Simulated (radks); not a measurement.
All-electron atom: neutral caesium in [Kr] 4d10 5s2 5p5.75 6s1.25 (fractional occupations, a model configuration).

Method: scalar-relativistic Kohn-Sham, r2SCAN, spin-unpolarised, spherical densities, finite nucleus; meta-GGA in the generalised Kohn-Sham scheme; Fermi nuclear charge, rms radius 4.8041 fm; computed with a radial shooting solver on a logarithmic mesh with Libxc functionals.

Energy parts (eV):
part                      energy
total                 -211909.47
kinetic                223266.50
electron-nucleus      -512691.53
Hartree                 82754.14
exchange-correlation    -5238.59

Orbitals (lengths in bohr, moments of r in powers of bohr; <r^-3> diverges for s and p1/2; r(max) is where P^2 peaks; r(90%) holds 90 % of the orbital's charge):
orbital,occ.,eigenvalue (eV),<r^-3>,r(90%),<r^2>,r(max)
1s,2,-35860.51,-,0.0470,0.0009255,0.01678
2s,2,-5644.312,-,0.173,0.01483,0.09483
2p,6,-5060.215,6588,0.160,0.01178,0.07620
3s,2,-1181.582,-,0.438,0.1018,0.2721
3p,6,-992.4468,1289,0.444,0.1020,0.2663
3d,10,-715.1955,176.5,0.428,0.08838,0.2207
4s,2,-226.7763,-,0.999,0.5454,0.6429
4p,6,-165.9720,260.2,1.08,0.6222,0.6730
4d,10,-77.1589,28.35,1.26,0.8154,0.7204
5s,2,-28.7978,-,2.53,3.428,1.547
5p,5.75,-15.0773,31.28,3.04,4.855,1.773
6s,1.25,-2.3534,-,8.31,36.12,4.846
6p,0,-0.8103,1.653,10.3,57.12,6.201
5d,0,-0.5224,0.7205,8.40,31.41,2.950

The highest occupied level is 6s at -2.353 eV. The electron density at the nucleus is 3.063e+05 e/bohr^3 (large components only).
